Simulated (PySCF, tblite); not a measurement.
Isomers of C5H12O3SSi. Computed values, GFN2-xTB/tblite, gas phase, harmonic and unscaled. The method is semi-empirical: single wavenumbers can be off by several per cent or more. Modes of hydrogen on silicon can be 10 to 20 % off. One conformer each.

Electronic energies: PBE0/pcSseg-1 single points on the GFN2-xTB geometries (PySCF, gas phase).

```tsv
SMILES	electronic energy, lowest = 0 (kcal/mol)
C[C@@H](C(=O)C[SiH3])S(C)(=O)=O	94.8
CS(=O)(=O)CO[SiH]1CCC1	90.2
CO[C@@H]1[C@H]([SiH3])[C@@H]1S(C)(=O)=O	128.3
CS[SiH2]OC(C)(C)C(=O)O	0.0
```

**Question.** How do GFN2-xTB zero-point energies change the relative energies?

**Answer.** 
```csv
SMILES,ZPE (kcal/mol),of it from modes above 1550 cm⁻¹,electronic (kcal/mol),"with ZPE, lowest = 0 (kcal/mol)",lowest mode (cm⁻¹),rings
CS[SiH2]OC(C)(C)C(=O)O,104.0,53.2,0.0,0.0,25,0
CS(=O)(=O)CO[SiH]1CCC1,105.7,50.7,90.2,91.9,59,1
C[C@@H](C(=O)C[SiH3])S(C)(=O)=O,100.9,51.2,94.8,91.7,37,0
CO[C@@H]1[C@H]([SiH3])[C@@H]1S(C)(=O)=O,101.8,48.4,128.3,126.1,40,1
```

The zero-point energies span 4.8 kcal/mol, from `C[C@@H](C(=O)C[SiH3])S(C)(=O)=O` to `CS(=O)(=O)CO[SiH]1CCC1`. The lowest isomer stays, but the order above it changes.

**Question.** And how do the electronic energies of GFN2-xTB itself compare?

**Answer.** `CS[SiH2]OC(C)(C)C(=O)O` 0.0; `CS(=O)(=O)CO[SiH]1CCC1` 61.9; `C[C@@H](C(=O)C[SiH3])S(C)(=O)=O` 77.0; `CO[C@@H]1[C@H]([SiH3])[C@@H]1S(C)(=O)=O` 91.7 kcal/mol, lowest = 0. Against the energies above, taken from the same isomer `CS[SiH2]OC(C)(C)C(=O)O`, the largest difference is 36.6 kcal/mol.

**Question.** What do entropy and thermal enthalpy add at 298.15 K and 1 bar (rigid rotor, harmonic oscillator, one conformer each)?

**Answer.** 
| SMILES | point group | symmetry number | S (cal/(mol K)) | H − H(0) (kcal/mol) | ZPE + H − H(0) − TS (kcal/mol) |
| --- | --- | --- | --- | --- | --- |
| CS(=O)(=O)CO[SiH]1CCC1 | C1 | 1 | 109.1 | 8.36 | 81.5 |
| C[C@@H](C(=O)C[SiH3])S(C)(=O)=O | C1 | 1 | 116.0 | 9.19 | 75.5 |
| CO[C@@H]1[C@H]([SiH3])[C@@H]1S(C)(=O)=O | C1 | 1 | 109.9 | 8.56 | 77.6 |

Not tabulated: `CS[SiH2]OC(C)(C)C(=O)O` (lowest mode only 25 cm⁻¹).
